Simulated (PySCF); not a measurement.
PySCF input file for In(F)(Br)(Me) (CH3BrFIn), SMILES [In]([F])([CH3])[Br], TDA-B3LYP/def2-SVPD. The structure is a stationary point at PBE0-D3(BJ)/def2-SVP. The def2 effective core potentials stand for the cores of In; spin–orbit coupling is left out.

```python
import numpy as np
from pyscf import gto, scf, dft, tdscf

mol = gto.M(
    atom='''
    In   -0.04280027    0.66530635   -0.00000000
    F    -1.92777350    1.20313380    0.00000000
    Br    0.14071690   -1.80467712    0.00000000
    C     1.52834486    2.11043649    0.00000000
    H     2.49912565    1.59965394    0.00000000
    H     1.42644415    2.73660541   -0.89675627
    H     1.42644415    2.73660541    0.89675627
    ''',
    basis='def2-SVPD',
    ecp={'In': 'def2-svp'},
    charge=0,
    spin=0,
    symmetry=True,
    max_memory=1600,
    verbose=4,
)
mf = dft.RKS(mol, xc='b3lyp').density_fit(auxbasis='def2-universal-jkfit')
mf.grids.level = 3
mf.conv_tol = 1e-9
mf.max_cycle = 100
mf.kernel()
mf.grids = dft.Grids(mol).set(level=1).build(with_non0tab=True)  # coarser grid for the response kernel
td = tdscf.TDA(mf)
td.singlet = True
td.nstates = 10
td.conv_tol = 1e-4
td.positive_eig_threshold = 1e-6
td.kernel(x0=td.get_init_guess(mf, 15))
td.analyze()
tt = tdscf.TDA(mf)
tt.singlet = False
tt.nstates = 4
tt.conv_tol = 1e-4
tt.positive_eig_threshold = 1e-6
tt.kernel(x0=tt.get_init_guess(mf, 9))
tt.analyze(verbose=3)
```

It prints:

```
PySCF version 2.14.0

[INPUT] verbose = 4
[INPUT] num. atoms = 7
[INPUT] num. electrons = 74
[INPUT] charge = 0
[INPUT] spin (= nelec alpha-beta = 2S) = 0
[INPUT] symmetry True subgroup None
[INPUT] Mole.unit = angstrom
[INPUT] Symbol           X                Y                Z      unit          X                Y                Z       unit  Magmom
[INPUT]  1 In    -0.042800270000   0.665306350000   0.000000000000 AA   -0.080880788357   1.257246790434   0.000000000000 Bohr   0.0
[INPUT]  2 F     -1.927773500000   1.203133800000   0.000000000000 AA   -3.642963945194   2.273593373207   0.000000000000 Bohr   0.0
[INPUT]  3 Br     0.140716900000  -1.804677120000   0.000000000000 AA    0.265916402098  -3.410345500069   0.000000000000 Bohr   0.0
[INPUT]  4 C      1.528344860000   2.110436490000   0.000000000000 AA    2.888153209287   3.988146969388   0.000000000000 Bohr   0.0
[INPUT]  5 H      2.499125650000   1.599653940000   0.000000000000 AA    4.722663029376   3.022907840681   0.000000000000 Bohr   0.0
[INPUT]  6 H      1.426444150000   2.736605410000  -0.896756270000 AA    2.695588775488   5.171434735903  -1.694623750787 Bohr   0.0
[INPUT]  7 H      1.426444150000   2.736605410000   0.896756270000 AA    2.695588775488   5.171434735903   1.694623750787 Bohr   0.0

nuclear repulsion = 357.384420608907
point group symmetry = Cs
symmetry origin: [-2.2232072e-09 -2.7790089e-09  0.0000000e+00]
symmetry axis x: [1.00000000e+00 9.64028058e-11 1.22931231e-19]
symmetry axis y: [ 9.64028058e-11 -1.00000000e+00 -4.74240636e-19]
symmetry axis z: [ 2.90122825e-19 -4.74240430e-19  1.00000000e+00]
num. orbitals of irrep A' = 94
num. orbitals of irrep A" = 46
number of shells = 56
number of NR pGTOs = 243
number of NR cGTOs = 140
basis = def2-SVPD
ecp = {'In': 'def2-svp'}


[settings echo left out]
init E= -2881.30509852126
HOMO (A') = -0.61896346926661  LUMO (A') = -0.554971585285514  gap/eV = 1.74131
cycle= 1 E= -2902.43537736936  delta_E= -21.1  |g|= 2.35  |ddm|= 14.1
HOMO (A") = 0.00835220426394112  LUMO (A') = 0.0160730444671885  gap/eV = 0.21009
cycle= 2 E= -2885.92333817811  delta_E= 16.5  |g|= 7.39  |ddm|= 18.3
HOMO (A') = -0.353244470682983  LUMO (A') = -0.126633065528075  gap/eV = 6.16641
cycle= 3 E= -2903.61535980427  delta_E= -17.7  |g|= 0.976  |ddm|= 16.4
HOMO (A') = -0.231416774499557  LUMO (A') = -0.0860519780321383  gap/eV = 3.95558
cycle= 4 E= -2903.53707395546  delta_E= 0.0783  |g|= 1.25  |ddm|= 1.79
HOMO (A') = -0.280297174846155  LUMO (A') = -0.071403780786639  gap/eV = 5.68428
cycle= 5 E= -2903.81293016849  delta_E= -0.276  |g|= 0.121  |ddm|= 0.905
HOMO (A') = -0.303050353539076  LUMO (A') = -0.0835638894219031  gap/eV = 5.97253
cycle= 6 E= -2903.81517467932  delta_E= -0.00224  |g|= 0.0673  |ddm|= 0.235
HOMO (A') = -0.297606251529513  LUMO (A') = -0.082950728113488  gap/eV = 5.84107
cycle= 7 E= -2903.81593950252  delta_E= -0.000765  |g|= 0.00998  |ddm|= 0.0584
HOMO (A') = -0.297128069578316  LUMO (A') = -0.0829286875402389  gap/eV = 5.82866
cycle= 8 E= -2903.81596033831  delta_E= -2.08e-05  |g|= 0.00176  |ddm|= 0.011
HOMO (A') = -0.297302524244817  LUMO (A') = -0.0828526162425689  gap/eV = 5.83548
cycle= 9 E= -2903.81596118994  delta_E= -8.52e-07  |g|= 0.000669  |ddm|= 0.00314
HOMO (A') = -0.297295395104382  LUMO (A') = -0.0828805263808547  gap/eV = 5.83453
cycle= 10 E= -2903.81596131725  delta_E= -1.27e-07  |g|= 0.000176  |ddm|= 0.000937
HOMO (A') = -0.297306192289389  LUMO (A') = -0.0828813393614567  gap/eV = 5.83480
cycle= 11 E= -2903.81596132385  delta_E= -6.61e-09  |g|= 3.65e-05  |ddm|= 0.000194
HOMO (A') = -0.297303984133904  LUMO (A') = -0.0828803080266027  gap/eV = 5.83477
cycle= 12 E= -2903.81596132423  delta_E= -3.75e-10  |g|= 6.18e-06  |ddm|= 5.3e-05
HOMO (A') = -0.297305221383235  LUMO (A') = -0.082880195722133  gap/eV = 5.83480
Extra cycle  E= -2903.81596132423  delta_E= 9.09e-13  |g|= 7.51e-06  |ddm|= 1.75e-05
converged SCF energy = -2903.81596132423
tot grids = 33320
Overwritten attributes  positive_eig_threshold  of <class 'pyscf.tdscf.rks.TDA'>


******** <class 'pyscf.tdscf.rks.TDA'> for <class 'pyscf.df.df_jk.DFSymAdaptedRKS'> ********
nstates = 10 singlet
deg_eia_thresh = 1.000e-03
wfnsym = None
conv_tol = 0.0001
eigh lindep = 1e-12
eigh level_shift = 0
eigh max_cycle = 100


Excitation energies (eV)
[4.91330474 5.05298975 5.28696503 5.64799309 5.93717152 6.29799139
 6.66099184 6.94385703 7.05103758 7.13386361]

** Singlet excitation energies and oscillator strengths **
Excited State   1:   A'      4.91330 eV    252.34 nm  f=0.0302
      35 -> 38       -0.11889
      37 -> 38        0.69167
Excited State   2:   A"      5.05299 eV    245.37 nm  f=0.0166
      36 -> 38       -0.70154
Excited State   3:   A"      5.28697 eV    234.51 nm  f=0.0024
      37 -> 39        0.70360
Excited State   4:   A'      5.64799 eV    219.52 nm  f=0.0094
      34 -> 38       -0.12103
      35 -> 38       -0.30997
      36 -> 39        0.61580
Excited State   5:   A"      5.93717 eV    208.83 nm  f=0.0033
      35 -> 39       -0.70370
Excited State   6:   A'      6.29799 eV    196.86 nm  f=0.3417
      32 -> 38       -0.35578
      35 -> 38        0.50543
      36 -> 39        0.25932
      37 -> 41       -0.12251
Excited State   7:   A"      6.66099 eV    186.13 nm  f=0.0134
      33 -> 38       -0.69826
Excited State   8:   A'      6.94386 eV    178.55 nm  f=0.1777
      32 -> 38       -0.55520
      33 -> 39       -0.18288
      34 -> 38        0.18542
      35 -> 38       -0.25043
      35 -> 40       -0.11621
      37 -> 41        0.14619
Excited State   9:   A'      7.05104 eV    175.84 nm  f=0.0890
      32 -> 38        0.18110
      33 -> 39       -0.35637
      34 -> 38        0.49666
      36 -> 39        0.10530
      37 -> 40       -0.14110
      37 -> 41       -0.19354
Excited State  10:   A"      7.13386 eV    173.80 nm  f=0.0192
      34 -> 39        0.69405

** Transition electric dipole moments (AU) **
state          X           Y           Z        Dip. S.      Osc.
  1         0.4885      0.1117     -0.0000      0.2511      0.0302
  2        -0.0000     -0.0000     -0.3667      0.1344      0.0166
  3         0.0000     -0.0000     -0.1352      0.0183      0.0024
  4        -0.2112     -0.1521      0.0000      0.0677      0.0094
  5         0.0000     -0.0000      0.1498      0.0224      0.0033
  6         0.4633      1.4143     -0.0000      2.2147      0.3417
  7        -0.0000     -0.0000      0.2869      0.0823      0.0134
  8        -0.4916     -0.8959      0.0000      1.0444      0.1777
  9        -0.4747      0.5386     -0.0000      0.5154      0.0890
 10         0.0000     -0.0000      0.3310      0.1096      0.0192

WARN: ECP detected. Skipping calculation of transition velocity and magnetic dipole moments, which have not yet been implemented.



******** <class 'pyscf.tdscf.rks.TDA'> for <class 'pyscf.df.df_jk.DFSymAdaptedRKS'> ********
nstates = 4 triplet
deg_eia_thresh = 1.000e-03
wfnsym = None
conv_tol = 0.0001
eigh lindep = 1e-12
eigh level_shift = 0
eigh max_cycle = 100


Excitation energies (eV)
[4.47087453 4.73478349 4.88545769 5.1692446 ]

** Triplet excitation energies and oscillator strengths **
Excited State   1:   A'      4.47087 eV    277.32 nm  f=0.0000
Excited State   2:   A"      4.73478 eV    261.86 nm  f=0.0000
Excited State   3:   A'      4.88546 eV    253.78 nm  f=0.0000
Excited State   4:   A"      5.16924 eV    239.85 nm  f=0.0000
```

The calculation finished and met its thresholds.
